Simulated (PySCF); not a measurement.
# Computed data sheet: `COC(F)(OC)OC`

Species: C4H9FO3.
Atom-mapped SMILES: `[CH3:1][O:2][C:3]([F:4])([O:5][CH3:6])[O:7][CH3:8]` (hydrogens: H9, H10, H11 on C1; H12, H13, H14 on C6; H15, H16, H17 on C8)

Structural features include: ether and C–F bond.

**GFN2-xTB geometry**

| Item | Value |
| --- | --- |
| Point group of the GFN2-xTB geometry | C3 |
| Rotational constants A, B, C of the GFN2-xTB geometry | 2.236, 2.233, 1.449 GHz |

PBE0/def2-SVPD ground state and vertical TDDFT (core frozen in the response) (PySCF):

| Item | Value |
| --- | --- |
| Dipole moment | 0.28 D |
| HOMO energy | -8.45 eV |
| LUMO energy | 0.80 eV |
| HOMO–LUMO gap | 9.25 eV |
| Lowest singlet excitation | 8.13 eV (153 nm, f = 0.012 summed over 2 states within 0.01 eV) |
| Lowest triplet excitation (Tamm–Dancoff) | 8.02 eV |
| Static isotropic polarisability | 64.5 au |
| Electronic spatial extent ⟨r²⟩ about the centre of nuclear charge | 943 bohr² |

PBE0/pcSseg-1 ground state and GIAO shieldings, non-relativistic (PySCF):

| Quantity | Value |
| --- | --- |
| Lowest Hirshfeld atomic charge | -0.16 e on F4 |
| Highest Hirshfeld atomic charge | +0.28 e on C3 |
| 13C chemical shifts (computed TMS as zero) by class | 132.3 (C3), 54.5 (C1/C6/C8) ppm |
| 1H chemical shifts (computed TMS as zero) by class | 3.76 (H9/H10/H11/H12/H13/H14/H15/H16/H17) ppm |
| Isotropic shieldings of nuclei other than C and H, by class | 245 (O2/O5/O7), 281 (F4) ppm |
| Mayer bond orders between heavy atoms | C1–O2 0.88, O2–C3 1.03, C3–F4 0.85, C3–O5 1.03, O5–C6 0.88, C3–O7 1.03, O7–C8 0.88 |

Monoisotopic mass from the formula: 124.0536 u.

The rotational constants are those of an oblate symmetric top; the small spread among constants that symmetry makes equal is optimisation noise. The dipole matches unit charges of opposite sign 0.06 Å apart (1 e·Å = 4.8032 D). With B = h/(8π²I), that is 505.379 GHz u Å² over I, the principal moments of inertia are 226.1, 226.3 and 348.9 u Å² (most abundant isotopes). The vertical singlet–triplet gap S1 − T1 is 0.11 eV (TDDFT singlet less Tamm–Dancoff triplet). The 6 singlets span 8.13 to 8.72 eV, and their oscillator strengths add up to 0.06.

Isolated species at its GFN2-xTB geometry (one conformer only). NMR classes are plain means over equivalent atoms (diastereotopic ones count apart unless rotation or inversion swaps them), as if these changed places fast; in this geometry the members of some classes differ.

For the NMR shielding job (PBE0/pcSseg-1), rough CPU time on one thread of a shared machine: about 70 s.

Conformer computed: `[CH3:1][O:2][C:3]([F:4])([O:5][CH3:6])[O:7][CH3:8]`: C1–O2–C3–F4 -68°, O2–C3–O5–C6 175°, O2–C3–O7–C8 49°.
